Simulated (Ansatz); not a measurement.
Al(H2O)Cl3 (AlCl3OH2). Charge 0, multiplicity 1. Geometry PBE-D4/def2-SVP.

```csv
atom,x (Å),y (Å),z (Å)
Al1,0.4801,0.0995,-0.6379
O2,-0.9913,0.0603,0.6888
H3,-0.6430,0.4936,1.5001
H4,-1.1403,-0.8850,0.9150
Cl5,-0.2620,1.0867,-2.3482
Cl6,0.7149,-2.0209,-0.7338
Cl7,1.8415,1.1657,0.6159
```

Task: Estimate the orbital energies around the gap (eV) in Ansatz with HF/STO-3G, LDA (SPW92)/def2-TZVP, BLYP-D4/def2-TZVP, r2SCAN-D4/def2-TZVPD, r2SCANh-D4/def2-TZVP.

Result: 
```
orbital  HF/STO-3G  LDA (SPW92)/def2-TZVP  BLYP-D4/def2-TZVP  r2SCAN-D4/def2-TZVPD  r2SCANh-D4/def2-TZVP
 HOMO−5     -10.91                  -8.32              -7.97                 -8.57                 -9.06
 HOMO−4     -10.57                  -8.17              -7.81                 -8.43                 -8.91
 HOMO−3     -10.45                  -8.14              -7.79                 -8.41                 -8.89
 HOMO−2     -10.33                  -7.99              -7.64                 -8.25                 -8.72
 HOMO−1     -10.31                  -7.82              -7.48                 -8.10                 -8.57
   HOMO     -10.21                  -7.53              -7.20                 -7.81                 -8.27
   LUMO       7.18                  -1.93              -1.77                 -1.46                 -0.85
 LUMO+1       9.65                  -0.97              -0.55                 -0.37                  0.08
 LUMO+2      12.80                   0.09               0.22                  0.42                  1.29
 LUMO+3      12.88                   0.47               0.92                  0.83                  1.62
 LUMO+4      13.50                   0.69               1.17                  1.06                  1.80
 LUMO+5      15.03                   0.97               1.46                  1.14                  2.11
```
